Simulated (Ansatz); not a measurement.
Ideal-gas functions of BFH₅NSi, SMILES `NB(F)[SiH3]` at 298.15 K and 1 bar, from an Ansatz frequency run at PBE0-D4/def2-TZVP.

Molar mass 76.94 g/mol, point group Cs (symmetry number 1), electronic degeneracy 1, moments of inertia 56.649, 137.805, 188.616 u Å². Harmonic wavenumbers (cm⁻¹, unscaled): 85, 187, 332, 340, 536, 553, 577, 614, 653, 891, 902, 941, 941, 1250, 1382, 1627, 2203, 2216, 2218, 3606, 3724.

Use S(trans) = R[1.5 ln M + 2.5 ln T − 1.1517]; rotational temperatures θ = 24.2544 K / I; S(rot) = R[ln(√π/σ · √(T³/θAθBθC)) + 1.5]; for each mode x = 1.438777 ν̃/T, S = R[x/(eˣ − 1) − ln(1 − e⁻ˣ)] and H = RT x/(eˣ − 1); 1 cm⁻¹ = 0.0119627 kJ/mol; R = 8.31446 J/(mol·K).

By hand: the entropy, in J/(mol·K).

Translation 163.0. Rotation: θ = 0.4282, 0.176, 0.1286 K, giving 107.6. Vibration, mode by mode: 15.78, 9.44, 5.23, 5.07, 2.40, 2.25, 2.05, 1.78, 1.54, 0.61, 0.58, 0.50, 0.50, 0.14, 0.08, 0.03, 0.00, 0.00, 0.00, 0.00, 0.00, in all 48.0. Electronic 0.0. Sum 318.6 J/(mol·K).

By hand: H − E and G − E in kJ/mol, counted from the electronic energy.

Zero-point energy ½ × 25778 × 0.0119627 = 154.2; thermal vibration 8.3; translation, rotation and pV give 4 RT = 9.9. H − E = 172.4 kJ/mol, and G − E = 172.4 − 298.15 × 318.6/1000 = 77.4 kJ/mol.

Vibration gives 15 % of the entropy, 15.8 J/(mol·K) of it from the mode under 150 cm⁻¹: soft modes count most, and the harmonic formula is weakest for them. The sum counts one conformer and one mirror image; others add a mixing term.
